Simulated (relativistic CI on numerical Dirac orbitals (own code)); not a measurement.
# Pt3+: N6,7 absorption edge

Computed with this model: Dirac-Coulomb-Breit CI, KLI orbitals optimised for each configuration, model QED, valence Slater integrals scaled by 0.9, multiplet model of core-to-valence dipole absorption; configurations [Xe] 4f14 5d7 → [Xe] 4f13 5d8; 300 K; Lorentzian 0.18 eV and Gaussian 0.3 eV FWHM. Energies are those of the free ion, without screening or charge transfer. The branching ratio is the share of the lower-energy edge in the whole absorption, uncertain by about 0.02 where the edges overlap. S is read from ⟨S²⟩ = S(S + 1).

Field parameters in Wybourne normalisation: Td as Oh with Dq negative (B⁴₀ = 21Dq, B⁴₄ = √(5/14) B⁴₀). The field is a parameter set, without covalency.

free ion: ground-state S = 1.39, centroid 71.42 eV. Peaks (eV, height): 71.0 (100), 73.9 (13).

Td, 10Dq = -3100 cm⁻¹: ground-state S = 1.41, centroid 71.55 eV. Peaks (eV, height): 71.1 (100), 74.0 (15).

Td, 10Dq = -7050 cm⁻¹: ground-state S = 1.43, centroid 71.82 eV. Peaks (eV, height): 71.2 (100), 74.2 (22).

Td, 10Dq = -10950 cm⁻¹: ground-state S = 1.44, centroid 72.10 eV. Peaks (eV, height): 71.4 (100), 74.4 (33).

Td, 10Dq = -14850 cm⁻¹: ground-state S = 1.45, centroid 72.37 eV. Peaks (eV, height): 71.7 (100), 74.5 (45).

Td, 10Dq = -18800 cm⁻¹: ground-state S = 1.46, centroid 72.63 eV. Peaks (eV, height): 71.6 (93), 71.9 (100), 74.7 (57).

Strongest unbroadened transitions for Td, 10Dq = -10950 cm⁻¹:

| Energy (eV) | Relative strength |
| --- | --- |
| 70.75 | 14.4 |
| 71.00 | 68.5 |
| 71.02 | 24.0 |
| 71.05 | 45.8 |
| 71.16 | 10.9 |
| 71.23 | 11.1 |
| 71.29 | 46.1 |
| 71.40 | 98.6 |
| 71.50 | 93.2 |
| 71.51 | 100.0 |
| 71.81 | 20.6 |
| 71.84 | 17.4 |
| 71.94 | 37.8 |
| 74.19 | 36.1 |
| 74.35 | 24.7 |
| 74.41 | 23.8 |
| 74.48 | 19.2 |
| 75.02 | 10.0 |
